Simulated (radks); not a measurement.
Task: Species: Mo+. Configuration: [Kr] 4d5 (the NIST ground configuration). All-electron calculation, Dirac Kohn-Sham, PBE, spin-unpolarised, spherical densities, finite nucleus; open shells fill j = l - 1/2 first; Fermi nuclear charge, rms radius 4.4091 fm. Program: a radial shooting solver on a logarithmic mesh with Libxc functionals. Some entries of the table are withheld. Estimate them.

orbital,occ.,eigenvalue (hartree),r(max) (bohr),<r^2> (bohr^2)
1s1/2,2,-728.3382,0.02287,0.001669
2s1/2,2,-103.0503,0.1297,0.02779
2p1/2,2,-94.81985,0.1009,0.02099
2p3/2,4,-90.90375,0.1048,0.02235
3s1/2,2,-17.74131,0.3838,0.2106
3p1/2,2,-14.60915,0.3710,(1)
3p3/2,4,-13.96444,0.3803,(2)
3d3/2,4,-8.42810,(3),0.2055
3d5/2,6,-8.30605,(4),0.2089
4s1/2,2,-2.60791,0.9901,1.395
4p1/2,2,-1.72200,(5),1.704
4p3/2,4,-1.63117,(6),1.793
4d3/2,4,-0.38492,(7),4.357
4d5/2,1,-0.37705,(8),4.466

Result: 
(1) 3p1/2 <r^2> (bohr^2): 0.2088
(2) 3p3/2 <r^2> (bohr^2): 0.2191
(3) 3d3/2 r(max) (bohr): 0.3211
(4) 3d5/2 r(max) (bohr): 0.3238
(5) 4p1/2 r(max) (bohr): 1.056
(6) 4p3/2 r(max) (bohr): 1.081
(7) 4d3/2 r(max) (bohr): 1.375
(8) 4d5/2 r(max) (bohr): 1.388
